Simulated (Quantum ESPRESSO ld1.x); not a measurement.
The numbers below are computed, except where a source is named.
ld1.x (Quantum ESPRESSO 7.5) input

```
 &input
    zed=5.0,
    iswitch=1,
    rel=0,
    lsd=1,
    dft='SLA-VWN',
    config='1s1',
    verbosity='high',
    prefix='ld1',
    max_out_wfc=37,
    file_charge='ld1.rho',
 /
```

Command: `OMP_NUM_THREADS=1 ld1.x < ld1.in > ld1.out`

It prints (banner and zero overlaps left out):

```
     Program LD1 v.7.5 starts

     --------------------------- All-electron run ----------------------------

     atomic number is  5.00
     dft =SLA-VWN   lsd =1 sic =0 latt =0  beta=0.20 tr2=1.0E-14
     Exchange-correlation= SLA-VWN
                           (   1   2   0   0   0   0   0)
     mesh =1653 r(mesh) = 100.13929 a.u. xmin = -7.00 dx = 0.00800
     1 Ry =  13.60569312 eV

     n l     nl                  e(Ry)          e(Ha)          e(eV)
     1 0     1S 1( 1.00)     -22.440208090     -11.220104045   -305.3145849
     1 0     1S 2( 0.00)     -19.580363500      -9.790181750   -266.4044170

     final scf error:  1.2E-17 reached in   9 iterations

     Etot =     -24.639150 Ry,     -12.319575 Ha,    -335.232720 eV
     Total magnetization:    1.00 Bohr mag.

     Ekin =      24.584074 Ry,      12.292037 Ha,     334.483366 eV
     Encl =     -49.581373 Ry,     -24.790687 Ha,    -674.588946 eV
     Eh   =       3.091801 Ry,       1.545901 Ha,      42.066096 eV
     Exc  =      -2.733652 Ry,      -1.366826 Ha,     -37.193236 eV
```

Run on one thread of a shared host, so times are rough (Intel(R) Xeon(R) Processor @ 2.60GHz): 0.48 s of CPU time, 0.51 s wall, 9 iterations on 1653 mesh points.
